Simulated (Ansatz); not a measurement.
Molecule: diarsenic, As2, net charge 0, singlet state. SMILES: [As]#[As]
Geometry: optimised at B3LYP-D3(BJ)/def2-TZVP (Ansatz, a quantum-chemistry and plane-wave program).

Quantity: atomisation energy (electronic, to ground-state atoms), in eV. Valence correlation only, unless marked. Open shells are spin-unrestricted. Spin-orbit coupling is left out. Frozen are the shells of the preceding noble gas and the d and f shells that filled before the atom's block. Non-relativistic. The coupled-cluster limit lacks core correlation, which all-electron functionals hold. Basis-set limits of correlation are two-point, X^-3; Hartree-Fock from the larger set (for Q and 5 zeta extrapolated as (X+1)exp(-9√X)).

| level | program | atomisation energy (eV) |
|---|---|---|
| HF/def2-QZVPP | Ansatz | 0.52 |
| revPBE-D3(BJ)/def2-TZVPD | Ansatz + dftd3 | 4.05 |

Estimate the value at CCSD(T)/CBS(cc-pVQZ,cc-pV5Z) as computed with Ansatz.

3.88 eV, so revPBE-D3(BJ)/def2-TZVPD differs from it by 0.17 eV.
